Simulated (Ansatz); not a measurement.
Ansatz (an electronic-structure program) input:

Ansatz 0.2 input:
```yaml
crystal:
  periodic: [false, false, false]
  atoms:
    - {symbol: C, position_ang: [-1.57134258, -0.10320247, 0.09732003]}
    - {symbol: C, position_ang: [-0.29556389, -0.64765176, -0.47487173]}
    - {symbol: C, position_ang: [0.93663436, -0.10155905, -0.18602622]}
    - {symbol: O, position_ang: [1.23429987, 0.88461565, 0.55435240]}
    - {symbol: H, position_ang: [-2.12889433, -0.82710984, 0.71594699]}
    - {symbol: H, position_ang: [-1.32489634, 0.74824106, 0.73774572]}
    - {symbol: H, position_ang: [-2.28544814, 0.25575555, -0.66347399]}
    - {symbol: H, position_ang: [-0.33558096, -1.50429711, -1.14280908]}
    - {symbol: H, position_ang: [1.78205344, -0.63503520, -0.70076135]}
basis:
  gaussian:
    orbitals: aug-cc-pVDZ
total_charge: -1
magnetization: {spin_polarized: false}
correlation: {method: ccsd_t, electrons: outside_noble_gas}
output: {forces: true}
```

Task: Which total energy does the run end on?

Result: -192.07113 Eh (CCSD(T)/aug-cc-pVDZ). The basis has 137 functions. The run takes roughly 4 core-minutes.

It need not be the lowest isomer of its formula. Whether it binds its extra electron was not tested at this geometry.
